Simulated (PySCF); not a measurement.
AgI, charge -1, doublet, geometry from GFN2-xTB (such geometries of metal compounds can be far from the true shape) (the multiplicity is a formal guess) (core potentials on Ag, I); B3LYP/def2-SVP (PySCF).

The PySCF input:
```python
from pyscf import gto, scf, dft

mol = gto.M(
    atom='''
Ag   -0.000000   -0.000000   -1.613295
I     0.000000    0.000000    1.430658
''',
    basis='def2-svp',
    ecp={'Ag': 'def2-svp', 'I': 'def2-svp'},
    charge=-1,
    spin=1,
    verbose=4,
)

mf = dft.UKS(mol)
mf.xc = 'b3lyp'
mf.diis = False
mf.max_cycle = 100
mf.kernel()
```

The log (banner, timings and long lists left out):

```
PySCF version 2.14.0

[INPUT] verbose = 4
[INPUT] num. atoms = 2
[INPUT] num. electrons = 45
[INPUT] charge = -1
[INPUT] spin (= nelec alpha-beta = 2S) = 1
[INPUT] symmetry False subgroup None
[INPUT] Mole.unit = angstrom
[INPUT] Symbol           X                Y                Z      unit          X                Y                Z       unit  Magmom
[...]
nuclear repulsion = 82.576562511642
number of shells = 21
number of NR pGTOs = 118
number of NR cGTOs = 57
basis = def2-svp
ecp = {'Ag': 'def2-svp', 'I': 'def2-svp'}

******** <class 'pyscf.dft.uks.UKS'> ********
method = UKS
initial guess = minao
damping factor = 0
level_shift factor = 0
DIIS disabled
SCF conv_tol = 1e-09
SCF conv_tol_grad = None
SCF max_cycles = 100
direct_scf = True
direct_scf_tol = 1e-13
number electrons alpha = 23  beta = 22
XC library pyscf.dft.libxc version 7.1.2
    S. Lehtola, C. Steigemann, M. J. T. Oliveira, and M. A. L. Marques,  SoftwareX 7, 1–5 (2018)
XC functionals = b3lyp
    P. J. Stephens, F. J. Devlin, C. F. Chabalowski, and M. J. Frisch,  J. Phys. Chem. 98, 11623 (1994)
radial grids:
    Treutler-Ahlrichs [JCP 102, 346 (1995); DOI:10.1063/1.469408] (M4) radial grids

becke partition: Becke, JCP 88, 2547 (1988); DOI:10.1063/1.454033
pruning grids: <function nwchem_prune>
grids dens level: 3
symmetrized grids: False
atomic radii adjust function: <function treutler_atomic_radii_adjust>
small_rho_cutoff = 0
Set gradient conv threshold to 3.16228e-05
tot grids = 44400
init E= -400.849520196023

cycle= 1 E= -442.697450770115  delta_E= -41.8  |g|= 2.29  |ddm|= 6.51
cycle= 2 E= -437.224342081199  delta_E= 5.47  |g|= 3.52  |ddm|=  7.3
cycle= 3 E= -441.991907689621  delta_E= -4.77  |g|= 2.23  |ddm|= 7.43

cycle= 4 E= -433.503635394418  delta_E= 8.49  |g|= 4.15  |ddm|= 11.4
cycle= 5 E= -441.252655919517  delta_E= -7.75  |g|=  2.7  |ddm|= 11.6
cycle= 6 E= -431.929006555337  delta_E= 9.32  |g|= 4.49  |ddm|=   12
cycle= 7 E= -440.8043720293  delta_E= -8.88  |g|= 3.01  |ddm|= 12.1
cycle= 8 E= -430.759128573725  delta_E=   10  |g|= 4.78  |ddm|= 12.4
cycle= 9 E= -440.480297259465  delta_E= -9.72  |g|= 3.19  |ddm|= 12.6

cycle= 10 E= -427.62005202018  delta_E= 12.9  |g|= 4.97  |ddm|= 13.1

cycle= 11 E= -433.316528250039  delta_E= -5.7  |g|=  3.9  |ddm|= 18.3
cycle= 12 E= -361.409965325722  delta_E= 71.9  |g|= 5.45  |ddm|= 19.6
cycle= 13 E= -90.7258550988165  delta_E=  271  |g|= 5.46  |ddm|= 34.3
cycle= 14 E= -280.184474463379  delta_E= -189  |g|= 15.7  |ddm|=   43

cycle= 15 E= -33.2420950947641  delta_E=  247  |g|= 3.69  |ddm|= 44.8
cycle= 16 E= -275.358563194028  delta_E= -242  |g|= 18.4  |ddm|= 44.5

cycle= 17 E= -33.235828370624  delta_E=  242  |g|= 3.68  |ddm|= 44.5
cycle= 18 E= -275.357524938073  delta_E= -242  |g|= 18.4  |ddm|= 44.5

cycle= 19 E= -33.2358259652729  delta_E=  242  |g|= 3.68  |ddm|= 44.5
cycle= 20 E= -275.357524162226  delta_E= -242  |g|= 18.4  |ddm|= 44.5

cycle= 21 E= -33.2358259636401  delta_E=  242  |g|= 3.68  |ddm|= 44.5
cycle= 22 E= -275.35752416181  delta_E= -242  |g|= 18.4  |ddm|= 44.5

cycle= 23 E= -33.2358259636363  delta_E=  242  |g|= 3.68  |ddm|= 44.5
cycle= 24 E= -275.357524161809  delta_E= -242  |g|= 18.4  |ddm|= 44.5

cycle= 25 E= -33.2358259636365  delta_E=  242  |g|= 3.68  |ddm|= 44.5
cycle= 26 E= -275.35752416181  delta_E= -242  |g|= 18.4  |ddm|= 44.5

cycle= 27 E= -33.2358259636365  delta_E=  242  |g|= 3.68  |ddm|= 44.5
cycle= 28 E= -275.35752416181  delta_E= -242  |g|= 18.4  |ddm|= 44.5

cycle= 29 E= -33.2358259636359  delta_E=  242  |g|= 3.68  |ddm|= 44.5
cycle= 30 E= -275.357524161809  delta_E= -242  |g|= 18.4  |ddm|= 44.5

cycle= 31 E= -33.2358259636371  delta_E=  242  |g|= 3.68  |ddm|= 44.5
cycle= 32 E= -275.35752416181  delta_E= -242  |g|= 18.4  |ddm|= 44.5

cycle= 33 E= -33.2358259636371  delta_E=  242  |g|= 3.68  |ddm|= 44.5
cycle= 34 E= -275.35752416181  delta_E= -242  |g|= 18.4  |ddm|= 44.5

cycle= 35 E= -33.2358259636366  delta_E=  242  |g|= 3.68  |ddm|= 44.5
[...]
cycle= 46 E= -275.35752416181  delta_E= -242  |g|= 18.4  |ddm|= 44.5

cycle= 47 E= -33.2358259636374  delta_E=  242  |g|= 3.68  |ddm|= 44.5
cycle= 48 E= -275.357524161809  delta_E= -242  |g|= 18.4  |ddm|= 44.5

cycle= 49 E= -33.2358259636363  delta_E=  242  |g|= 3.68  |ddm|= 44.5
cycle= 50 E= -275.357524161809  delta_E= -242  |g|= 18.4  |ddm|= 44.5

cycle= 51 E= -33.235825963637  delta_E=  242  |g|= 3.68  |ddm|= 44.5
cycle= 52 E= -275.35752416181  delta_E= -242  |g|= 18.4  |ddm|= 44.5

cycle= 53 E= -33.2358259636363  delta_E=  242  |g|= 3.68  |ddm|= 44.5
cycle= 54 E= -275.35752416181  delta_E= -242  |g|= 18.4  |ddm|= 44.5

cycle= 55 E= -33.2358259636381  delta_E=  242  |g|= 3.68  |ddm|= 44.5
cycle= 56 E= -275.35752416181  delta_E= -242  |g|= 18.4  |ddm|= 44.5

cycle= 57 E= -33.2358259636382  delta_E=  242  |g|= 3.68  |ddm|= 44.5
cycle= 58 E= -275.35752416181  delta_E= -242  |g|= 18.4  |ddm|= 44.5

cycle= 59 E= -33.2358259636375  delta_E=  242  |g|= 3.68  |ddm|= 44.5
cycle= 60 E= -275.35752416181  delta_E= -242  |g|= 18.4  |ddm|= 44.5

cycle= 61 E= -33.2358259636364  delta_E=  242  |g|= 3.68  |ddm|= 44.5
cycle= 62 E= -275.357524161809  delta_E= -242  |g|= 18.4  |ddm|= 44.5

cycle= 63 E= -33.2358259636364  delta_E=  242  |g|= 3.68  |ddm|= 44.5
cycle= 64 E= -275.357524161809  delta_E= -242  |g|= 18.4  |ddm|= 44.5

cycle= 65 E= -33.2358259636371  delta_E=  242  |g|= 3.68  |ddm|= 44.5
cycle= 66 E= -275.357524161809  delta_E= -242  |g|= 18.4  |ddm|= 44.5

cycle= 67 E= -33.2358259636366  delta_E=  242  |g|= 3.68  |ddm|= 44.5
cycle= 68 E= -275.35752416181  delta_E= -242  |g|= 18.4  |ddm|= 44.5

cycle= 69 E= -33.2358259636364  delta_E=  242  |g|= 3.68  |ddm|= 44.5
cycle= 70 E= -275.35752416181  delta_E= -242  |g|= 18.4  |ddm|= 44.5

cycle= 71 E= -33.2358259636362  delta_E=  242  |g|= 3.68  |ddm|= 44.5
cycle= 72 E= -275.357524161809  delta_E= -242  |g|= 18.4  |ddm|= 44.5

cycle= 73 E= -33.2358259636371  delta_E=  242  |g|= 3.68  |ddm|= 44.5
cycle= 74 E= -275.35752416181  delta_E= -242  |g|= 18.4  |ddm|= 44.5

cycle= 75 E= -33.2358259636363  delta_E=  242  |g|= 3.68  |ddm|= 44.5
cycle= 76 E= -275.357524161811  delta_E= -242  |g|= 18.4  |ddm|= 44.5

cycle= 77 E= -33.2358259636368  delta_E=  242  |g|= 3.68  |ddm|= 44.5
cycle= 78 E= -275.35752416181  delta_E= -242  |g|= 18.4  |ddm|= 44.5

cycle= 79 E= -33.2358259636378  delta_E=  242  |g|= 3.68  |ddm|= 44.5
cycle= 80 E= -275.357524161809  delta_E= -242  |g|= 18.4  |ddm|= 44.5

cycle= 81 E= -33.2358259636364  delta_E=  242  |g|= 3.68  |ddm|= 44.5
cycle= 82 E= -275.357524161809  delta_E= -242  |g|= 18.4  |ddm|= 44.5

cycle= 83 E= -33.2358259636374  delta_E=  242  |g|= 3.68  |ddm|= 44.5
cycle= 84 E= -275.35752416181  delta_E= -242  |g|= 18.4  |ddm|= 44.5

cycle= 85 E= -33.235825963637  delta_E=  242  |g|= 3.68  |ddm|= 44.5
cycle= 86 E= -275.35752416181  delta_E= -242  |g|= 18.4  |ddm|= 44.5

cycle= 87 E= -33.2358259636364  delta_E=  242  |g|= 3.68  |ddm|= 44.5
cycle= 88 E= -275.357524161809  delta_E= -242  |g|= 18.4  |ddm|= 44.5

cycle= 89 E= -33.2358259636359  delta_E=  242  |g|= 3.68  |ddm|= 44.5
cycle= 90 E= -275.357524161809  delta_E= -242  |g|= 18.4  |ddm|= 44.5

cycle= 91 E= -33.2358259636363  delta_E=  242  |g|= 3.68  |ddm|= 44.5
cycle= 92 E= -275.357524161809  delta_E= -242  |g|= 18.4  |ddm|= 44.5

cycle= 93 E= -33.2358259636379  delta_E=  242  |g|= 3.68  |ddm|= 44.5
cycle= 94 E= -275.35752416181  delta_E= -242  |g|= 18.4  |ddm|= 44.5

cycle= 95 E= -33.2358259636378  delta_E=  242  |g|= 3.68  |ddm|= 44.5
cycle= 96 E= -275.35752416181  delta_E= -242  |g|= 18.4  |ddm|= 44.5

cycle= 97 E= -33.2358259636378  delta_E=  242  |g|= 3.68  |ddm|= 44.5
cycle= 98 E= -275.35752416181  delta_E= -242  |g|= 18.4  |ddm|= 44.5

cycle= 99 E= -33.2358259636364  delta_E=  242  |g|= 3.68  |ddm|= 44.5
cycle= 100 E= -275.35752416181  delta_E= -242  |g|= 18.4  |ddm|= 44.5
SCF not converged.
SCF energy = -275.35752416181 after 100 cycles  <S^2> = 0.75000021  2S+1 = 2.0000002
```

Convergence was not reached.
